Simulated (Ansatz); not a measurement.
Computed with PBE0-D3(BJ)/def2-TZVP (Ansatz, a first-principles code). No frequencies were computed at this level.

Ansatz 0.2 input:
```yaml
crystal:
  periodic: [false, false, false]
  atoms:
    - { symbol: Si, position_ang: [1.988786, -0.891769, 0.20272] }
    - { symbol: Si, position_ang: [0.003018, -0.036588, 0.963634] }
    - { symbol: Si, position_ang: [-0.856352, 1.321189, -0.683582] }
    - { symbol: Si, position_ang: [-1.643026, -0.818307, -0.446914] }
    - { symbol: H, position_ang: [2.21901, -0.548323, -1.223752] }
    - { symbol: H, position_ang: [3.115558, -0.512042, 1.091378] }
    - { symbol: H, position_ang: [-1.856767, 2.266804, -0.123625] }
    - { symbol: H, position_ang: [-2.970228, -0.780965, 0.220141] }
basis:
  gaussian: { orbitals: def2-tzvp }
hamiltonian:
  xc: pbe0
  dispersion: d3bj
relax:
  max_steps: 150
```

Output:

```
[...]
1248 factors; their error is unknown
mean field evaluation 1: about -31555.0799 eV, gradient 2.5e1 eV
mean field evaluation 2: about -31550.9641 eV, gradient 3.9e1 eV
mean field evaluation 4: about -31557.4265 eV, gradient 2.6e0 eV
mean field evaluation 8: about -31557.4581 eV, gradient 1.9e-1 eV
mean field evaluation 16: about -31557.5885 eV, gradient 1.4e-3 eV
mean field evaluation 32: about -31557.4982 eV, gradient 4.3e0 eV
mean field -31557.58854007 eV, -1159.7199883460 hartree, gradient 1.2e-5 eV, S^2 0.000000; 2 other end points of the search recorded, 0 dependent functions left out
reference -31557.58857397 eV, -1159.7199895917 hartree; 30, 30 occupied and 142, 142 virtual orbitals, 1248 factors
relax step   1: F+E_penalty+E_count = -31557.89995498 eV  Δ(F+E_penalty+E_count) = +0.000e0 eV  max|allowed force component| = 1.244e0 eV/Å  Δτ_max = 0.0000 Å  (63 SCF iters, accepted)
these checks for a lower state are left out or cut short: starts, cluster_reference, orbital_swaps, neighbouring_geometries, increment
1248 factors; their error is unknown
mean field -31558.10497024 eV, -1159.7389668043 hartree, gradient 3.2e-5 eV, S^2 0.000000; 0 other end points of the search recorded, 0 dependent functions left out
reference -31558.10500458 eV, -1159.7389680666 hartree; 30, 30 occupied and 142, 142 virtual orbitals, 1248 factors
relax step   2: F+E_penalty+E_count = -31558.40974119 eV  Δ(F+E_penalty+E_count) = -5.098e-1 eV  max|allowed force component| = 8.780e-1 eV/Å  Δτ_max = 0.1991 Å  (40 SCF iters, accepted)
these checks for a lower state are left out or cut short: starts, cluster_reference, orbital_swaps, neighbouring_geometries, increment
1248 factors; their error is unknown
mean field -31558.35956436 eV, -1159.7483229657 hartree, gradient 2.3e-5 eV, S^2 0.000000; 0 other end points of the search recorded, 0 dependent functions left out
reference -31558.35959927 eV, -1159.7483242488 hartree; 30, 30 occupied and 142, 142 virtual orbitals, 1248 factors
relax step   3: F+E_penalty+E_count = -31558.66217026 eV  Δ(F+E_penalty+E_count) = -2.524e-1 eV  max|allowed force component| = 8.484e-1 eV/Å  Δτ_max = 0.1904 Å  (38 SCF iters, accepted)
these checks for a lower state are left out or cut short: starts, cluster_reference, orbital_swaps, neighbouring_geometries, increment
1248 factors; their error is unknown
mean field -31558.56402817 eV, -1159.7558368722 hartree, gradient 1.3e-5 eV, S^2 0.000000; 0 other end points of the search recorded, 0 dependent functions left out
reference -31558.56406306 eV, -1159.7558381544 hartree; 30, 30 occupied and 142, 142 virtual orbitals, 1248 factors
relax step   4: F+E_penalty+E_count = -31558.86513320 eV  Δ(F+E_penalty+E_count) = -2.030e-1 eV  max|allowed force component| = 7.501e-1 eV/Å  Δτ_max = 0.1949 Å  (37 SCF iters, accepted)
these checks for a lower state are left out or cut short: starts, cluster_reference, orbital_swaps, neighbouring_geometries, increment
1248 factors; their error is unknown
mean field -31558.73288742 eV, -1159.7620423351 hartree, gradient 2.0e-5 eV, S^2 0.000000; 0 other end points of the search recorded, 0 dependent functions left out
reference -31558.73292235 eV, -1159.7620436187 hartree; 30, 30 occupied and 142, 142 virtual orbitals, 1248 factors
relax step   5: F+E_penalty+E_count = -31559.03335632 eV  Δ(F+E_penalty+E_count) = -1.682e-1 eV  max|allowed force component| = 6.615e-1 eV/Å  Δτ_max = 0.1985 Å  (35 SCF iters, accepted)
these checks for a lower state are left out or cut short: starts, cluster_reference, orbital_swaps, neighbouring_geometries, increment
1248 factors; their error is unknown
mean field evaluation 64: about -31558.8745 eV, gradient 1.4e-3 eV
mean field -31558.87447021 eV, -1159.7672454068 hartree, gradient 1.7e-5 eV, S^2 0.000000; 0 other end points of the search recorded, 0 dependent functions left out
reference -31558.87450510 eV, -1159.7672466890 hartree; 30, 30 occupied and 142, 142 virtual orbitals, 1248 factors
relax step   6: F+E_penalty+E_count = -31559.17330978 eV  Δ(F+E_penalty+E_count) = -1.400e-1 eV  max|allowed force component| = 5.264e-1 eV/Å  Δτ_max = 0.1922 Å  (36 SCF iters, accepted)
these checks for a lower state are left out or cut short: starts, cluster_reference, orbital_swaps, neighbouring_geometries, increment
1248 factors; their error is unknown
mean field -31559.01146210 eV, -1159.7722797660 hartree, gradient 1.3e-5 eV, S^2 0.000000; 0 other end points of the search recorded, 0 dependent functions left out
reference -31559.01149713 eV, -1159.7722810534 hartree; 30, 30 occupied and 142, 142 virtual orbitals, 1248 factors
relax step   7: F+E_penalty+E_count = -31559.30808164 eV  Δ(F+E_penalty+E_count) = -1.348e-1 eV  max|allowed force component| = 4.511e-1 eV/Å  Δτ_max = 0.1951 Å  (35 SCF iters, accepted)
these checks for a lower state are left out or cut short: starts, cluster_reference, orbital_swaps, neighbouring_geometries, increment
1248 factors; their error is unknown
mean field -31559.19615818 eV, -1159.7790672218 hartree, gradient 9.2e-6 eV, S^2 0.000000; 0 other end points of the search recorded, 0 dependent functions left out
reference -31559.19619396 eV, -1159.7790685365 hartree; 30, 30 occupied and 142, 142 virtual orbitals, 1248 factors
relax step   8: F+E_penalty+E_count = -31559.48813388 eV  Δ(F+E_penalty+E_count) = -1.801e-1 eV  max|allowed force component| = 5.505e-1 eV/Å  Δτ_max = 0.1956 Å  (39 SCF iters, accepted)
these checks for a lower state are left out or cut short: starts, cluster_reference, orbital_swaps, neighbouring_geometries, increment
1248 factors; their error is unknown
mean field -31559.39383202 eV, -1159.7863316011 hartree, gradient 2.3e-5 eV, S^2 0.000000; 0 other end points of the search recorded, 0 dependent functions left out
reference -31559.39386743 eV, -1159.7863329027 hartree; 30, 30 occupied and 142, 142 virtual orbitals, 1248 factors
relax step   9: F+E_penalty+E_count = -31559.68261786 eV  Δ(F+E_penalty+E_count) = -1.945e-1 eV  max|allowed force component| = 7.983e-1 eV/Å  Δτ_max = 0.1953 Å  (38 SCF iters, accepted)
these checks for a lower state are left out or cut short: starts, cluster_reference, orbital_swaps, neighbouring_geometries, increment
1248 factors; their error is unknown
mean field evaluation 96: about -31559.4968 eV, gradient 1.5e-4 eV
mean field -31559.49682944 eV, -1159.7901166865 hartree, gradient 1.3e-5 eV, S^2 0.000000; 0 other end points of the search recorded, 0 dependent functions left out
reference -31559.49686441 eV, -1159.7901179719 hartree; 30, 30 occupied and 142, 142 virtual orbitals, 1248 factors
relax step  10: F+E_penalty+E_count = -31559.77998199 eV  Δ(F+E_penalty+E_count) = -9.736e-2 eV  max|allowed force component| = 1.179e0 eV/Å  Δτ_max = 0.1950 Å  (38 SCF iters, accepted)
these checks for a lower state are left out or cut short: starts, cluster_reference, orbital_swaps, neighbouring_geometries, increment
1248 factors; their error is unknown
mean field -31559.63221013 eV, -1159.7950918353 hartree, gradient 1.3e-5 eV, S^2 0.000000; 0 other end points of the search recorded, 0 dependent functions left out
reference -31559.63224491 eV, -1159.7950931134 hartree; 30, 30 occupied and 142, 142 virtual orbitals, 1248 factors
relax step  11: F+E_penalty+E_count = -31559.91665978 eV  Δ(F+E_penalty+E_count) = -1.367e-1 eV  max|allowed force component| = 6.758e-1 eV/Å  Δτ_max = 0.2000 Å  (32 SCF iters, accepted)
these checks for a lower state are left out or cut short: starts, cluster_reference, orbital_swaps, neighbouring_geometries, increment
1248 factors; their error is unknown
mean field -31559.71437009 eV, -1159.7981111582 hartree, gradient 1.9e-5 eV, S^2 0.000000; 0 other end points of the search recorded, 0 dependent functions left out
reference -31559.71440472 eV, -1159.7981124307 hartree; 30, 30 occupied and 142, 142 virtual orbitals, 1248 factors
relax step  12: F+E_penalty+E_count = -31559.99744023 eV  Δ(F+E_penalty+E_count) = -8.078e-2 eV  max|allowed force component| = 4.971e-1 eV/Å  Δτ_max = 0.1946 Å  (32 SCF iters, accepted)
these checks for a lower state are left out or cut short: starts, cluster_reference, orbital_swaps, neighbouring_geometries, increment
1248 factors; their error is unknown
mean field -31559.74656192 eV, -1159.7992941862 hartree, gradient 1.9e-5 eV, S^2 0.000000; 0 other end points of the search recorded, 0 dependent functions left out
reference -31559.74659673 eV, -1159.7992954653 hartree; 30, 30 occupied and 142, 142 virtual orbitals, 1248 factors
relax step  13: F+E_penalty+E_count = -31560.02977423 eV  Δ(F+E_penalty+E_count) = -3.233e-2 eV  max|allowed force component| = 3.026e-1 eV/Å  Δτ_max = 0.1192 Å  (32 SCF iters, accepted)
these checks for a lower state are left out or cut short: starts, cluster_reference, orbital_swaps, neighbouring_geometries, increment
1248 factors; their error is unknown
mean field -31559.77924755 eV, -1159.8004953606 hartree, gradient 2.5e-5 eV, S^2 0.000000; 0 other end points of the search recorded, 0 dependent functions left out
reference -31559.77928279 eV, -1159.8004966558 hartree; 30, 30 occupied and 142, 142 virtual orbitals, 1248 factors
relax step  14: F+E_penalty+E_count = -31560.05899329 eV  Δ(F+E_penalty+E_count) = -2.922e-2 eV  max|allowed force component| = 1.589e-1 eV/Å  Δτ_max = 0.2000 Å  (29 SCF iters, accepted)
these checks for a lower state are left out or cut short: starts, cluster_reference, orbital_swaps, neighbouring_geometries, increment
1248 factors; their error is unknown
mean field evaluation 128: about -31559.6529 eV, gradient 7.9e-2 eV
mean field -31559.78465285 eV, -1159.8006940019 hartree, gradient 2.1e-5 eV, S^2 0.000000; 0 other end points of the search recorded, 0 dependent functions left out
reference -31559.78468815 eV, -1159.8006952992 hartree; 30, 30 occupied and 142, 142 virtual orbitals, 1248 factors
relax step  15: F+E_penalty+E_count = -31560.06554409 eV  Δ(F+E_penalty+E_count) = -6.551e-3 eV  max|allowed force component| = 2.130e-1 eV/Å  Δτ_max = 0.1846 Å  (31 SCF iters, accepted)
these checks for a lower state are left out or cut short: starts, cluster_reference, orbital_swaps, neighbouring_geometries, increment
1248 factors; their error is unknown
mean field -31559.79368896 eV, -1159.8010260730 hartree, gradient 2.7e-5 eV, S^2 0.000000; 0 other end points of the search recorded, 0 dependent functions left out
reference -31559.79372429 eV, -1159.8010273713 hartree; 30, 30 occupied and 142, 142 virtual orbitals, 1248 factors
relax step  16: F+E_penalty+E_count = -31560.07387719 eV  Δ(F+E_penalty+E_count) = -8.333e-3 eV  max|allowed force component| = 3.462e-2 eV/Å  Δτ_max = 0.0361 Å  (31 SCF iters, accepted)
these checks for a lower state are left out or cut short: starts, cluster_reference, orbital_swaps, neighbouring_geometries, increment
1248 factors; their error is unknown
mean field -31559.79385446 eV, -1159.8010321549 hartree, gradient 2.1e-5 eV, S^2 0.000000; 0 other end points of the search recorded, 0 dependent functions left out
reference -31559.79388981 eV, -1159.8010334541 hartree; 30, 30 occupied and 142, 142 virtual orbitals, 1248 factors
relax step  17: F+E_penalty+E_count = -31560.07420542 eV  Δ(F+E_penalty+E_count) = -3.282e-4 eV  max|allowed force component| = 1.114e-2 eV/Å  Δτ_max = 0.0131 Å  (31 SCF iters, accepted)
these checks for a lower state are left out or cut short: starts, cluster_reference, orbital_swaps, neighbouring_geometries, increment
1248 factors; their error is unknown
mean field -31559.79391017 eV, -1159.8010342022 hartree, gradient 2.1e-5 eV, S^2 0.000000; 0 other end points of the search recorded, 0 dependent functions left out
reference -31559.79394554 eV, -1159.8010355018 hartree; 30, 30 occupied and 142, 142 virtual orbitals, 1248 factors
relax step  18: F+E_penalty+E_count = -31560.07429361 eV  Δ(F+E_penalty+E_count) = -8.819e-5 eV  max|allowed force component| = 1.224e-2 eV/Å  Δτ_max = 0.0141 Å  (32 SCF iters, accepted)
these checks for a lower state are left out or cut short: starts, cluster_reference, orbital_swaps, neighbouring_geometries, increment
1248 factors; their error is unknown
mean field evaluation 160: about -31559.7939 eV, gradient 1.8e-5 eV
mean field -31559.79390453 eV, -1159.8010339950 hartree, gradient 1.8e-5 eV, S^2 0.000000; 0 other end points of the search recorded, 0 dependent functions left out
reference -31559.79393990 eV, -1159.8010352945 hartree; 30, 30 occupied and 142, 142 virtual orbitals, 1248 factors
relax step  19: F+E_penalty+E_count = -31560.07431029 eV  Δ(F+E_penalty+E_count) = -1.668e-5 eV  max|allowed force component| = 7.617e-3 eV/Å  Δτ_max = 0.0036 Å  (25 SCF iters, accepted)
1248 factors; their error is unknown
mean field -31559.79390453 eV, -1159.8010339950 hartree, gradient 1.8e-5 eV, S^2 0.000000; 1 other end points of the search recorded, 0 dependent functions left out
reference -31559.79393990 eV, -1159.8010352945 hartree; 30, 30 occupied and 142, 142 virtual orbitals, 1248 factors
Total energy: -31560.07434565 eV, -1159.8113400159 hartree
Atom 0 at     2.347358    -0.834401    -0.334194 Å, force     0.007617     0.000458     0.006763 eV/Å
Atom 1 at     0.270335    -0.037722     0.081558 Å, force    -0.006347     0.001168    -0.001015 eV/Å
Atom 2 at    -1.395986     1.334513    -0.583590 Å, force    -0.001532     0.000031     0.000444 eV/Å
Atom 3 at    -1.923749    -0.510184     0.336816 Å, force     0.001926    -0.002038    -0.000103 eV/Å
Atom 4 at     3.052756     0.465775    -0.027581 Å, force    -0.001564    -0.004469    -0.001853 eV/Å
Atom 5 at     2.476539    -1.569190     0.979402 Å, force    -0.001317     0.003295    -0.004970 eV/Å
Atom 6 at    -1.836307     2.598530    -1.234668 Å, force     0.001081    -0.000286     0.000857 eV/Å
Atom 7 at    -2.990948    -1.447321     0.782258 Å, force     0.000137     0.001841    -0.000123 eV/Å
Dipole moment:    -0.792635     0.238986     0.026558 e Å
```

Cost: roughly 110 core-seconds.
